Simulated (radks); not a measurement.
Polarisabilities and homonuclear dispersion coefficients (atomic units). Calculated with a radial shooting solver on a logarithmic mesh with Libxc functionals: non-relativistic Kohn-Sham, LB94 model potential, spin-polarised, spherical densities, point nucleus; open shells are filled with parallel spins first (spin-orbit coupling, left out, can overturn this in heavy ions). Response by self-consistent Sternheimer equations with the Hartree and adiabatic LDA kernel. For heavy and open-shell atoms this level of theory can miss by tens of per cent. "Uncoupled" leaves out the induced potential. Quadrupole and octupole values are given only where no p, d or f shell is open.

| species | configuration | alpha1 (bohr^3) | alpha1, uncoupled | C6 | recommended alpha1 |
|---|---|---|---|---|---|
| I | [Kr] 4d10 5s2 5p5 | 31.78 | 52.40 | 340.0 | 32.9 +/- 1.3 |
| I2+ | [Kr] 4d10 5s2 5p3 | 14.21 | 24.21 | 99.15 | - |
| Nb2+ | [Kr] 4d3 | 10.21 | 14.25 | 53.40 | - |
| Sr+ | [Kr] 5s1 | 73.48 | 94.67 | 577.8 | - |
| Te | [Kr] 4d10 5s2 5p4 | 37.24 | 60.02 | 401.1 | 38 +/- 4 |
| P+ | [Ne] 3s2 3p2 | 14.38 | 23.10 | 73.77 | - |

Recommended values: Schwerdtfeger and Nagle, table of static dipole polarisabilities (2023 update), measured or computed.

Beside tabulated values, note that relativity, absent from the non-relativistic runs, is large for the heavy elements.
